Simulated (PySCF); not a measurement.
A calculated (UHF, PySCF 2.14, x2c-QZVPPall, the spin-free X2C one-electron Hamiltonian (Gaussian nucleus)) atom or ion has these occupied shells.

| shell | electrons | orbital energy (eV) | rms radius, mean of both spins (bohr) |
| --- | --- | --- | --- |
| 1s α | 1 | -31980.9 | 0.0318 |
| 1s β | 1 | -31980.7 | 0.0318 |
| 2s α | 1 | -5009.2 | 0.130 |
| 2s β | 1 | -5009.1 | 0.130 |
| 2p α | 3 | -4493.6 | 0.116 |
| 2p β | 3 | -4493.5 | 0.116 |
| 3s α | 1 | -1045.9 | 0.343 |
| 3s β | 1 | -1045.7 | 0.343 |
| 3p α | 3 | -873.81 | 0.343 |
| 3p β | 3 | -873.52 | 0.343 |
| 3d α | 5 | -612.63 | 0.322 |
| 3d β | 5 | -612.53 | 0.322 |
| 4s α | 1 | -202.57 | 0.814 |
| 4s β | 1 | -202.06 | 0.814 |
| 4p α | 3 | -146.64 | 0.878 |
| 4p β | 3 | -146.05 | 0.878 |
| 4d α | 5 | -62.241 | 1.05 |
| 4d β | 5 | -61.801 | 1.05 |
| 5s α | 1 | -31.730 | 2.21 |
| 5s β | 1 | -24.578 | 2.21 |
| 5p α | 3 | -18.829 | 2.63 |

**Question.** Name the element and its charge.

**Answer.** Te+ (tellurium, charge +1), in [Kr] 4d10 5s2 5p3, high-spin 4S determinant.
